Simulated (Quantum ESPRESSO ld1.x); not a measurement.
Species: Tm3+. Configuration: [Xe] 4f11 6s1 (not the ground configuration). Calculated with ld1.x of Quantum ESPRESSO 7.5: scalar-relativistic Kohn-Sham, PBE, spin-unpolarised, spherical densities, point nucleus. Some entries of the table are withheld. Estimate them.

orbital  occ.  eigenvalue (Ry)  r(max) (bohr)  <r^2> (bohr^2)
1s          2         -4361.13            (1)       0.0005483
2s          2         -738.579          0.072        0.008514
2p          6         -652.434          0.059        0.006946
3s          2              (2)          0.203         0.05580
3p          6         -142.615          0.200         0.05626
3d         10         -110.436          0.164         0.04688
4s          2         -35.9476          0.463          0.2786
4p          6         -27.3577          0.486          0.3157
4d         10         -15.9521            (3)          0.3738
5s          2         -6.71619           1.07           1.576
5p          6              (4)           1.21           2.120
4f         11         -3.42120          0.490             (5)
6s          1         -1.94362           2.61           8.903

Answer. 
(1) 1s r(max) (bohr): 0.013
(2) 3s eigenvalue (Ry): -168.694
(3) 4d r(max) (bohr): 0.501
(4) 5p eigenvalue (Ry): -4.60586
(5) 4f <r^2> (bohr^2): 0.6492
